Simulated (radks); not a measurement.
The potassium anion K-, [Ar] 4s2, held by a Watson sphere: a shell of charge +1 at radius R that stands for the Madelung well of a crystal (potential energy -1/R inside, -1/r outside, in hartree with lengths in bohr). Calculated with a radial shooting solver on a logarithmic mesh with Libxc functionals: non-relativistic Kohn-Sham, LDA (Slater exchange, Perdew-Wang correlation), spin-polarised, spherical densities, point nucleus. Response by self-consistent Sternheimer equations with the Hartree and adiabatic LDA kernel. The sphere does not respond.

R (bohr),e(3s) (eV),e(3p) (eV),e(4s) (eV),<r> 4s (bohr),sum of <r^2> (bohr^2),X-ray form factor at sin(theta)/lambda = 0.2 1/angstrom,alpha (bohr^3)
2.33,-37.972,-22.000,-3.694,4.179,59.90,13.655,170.4
2.84,-36.565,-20.623,-3.630,4.270,61.80,13.632,181.8
3.45,-35.502,-19.556,-3.492,4.437,65.04,13.634,206.7
4.56,-34.522,-18.556,-3.157,4.801,72.56,13.662,276.7
4.58,-34.511,-18.545,-3.151,4.808,72.71,13.662,278.2
4.8,-34.398,-18.428,-3.081,4.881,74.32,13.668,295.1
4.96,-34.325,-18.353,-3.030,4.934,75.50,13.671,307.9
5.28,-34.199,-18.224,-2.930,5.036,77.87,13.678,334.7
5.3,-34.192,-18.216,-2.924,5.043,78.02,13.678,336.4
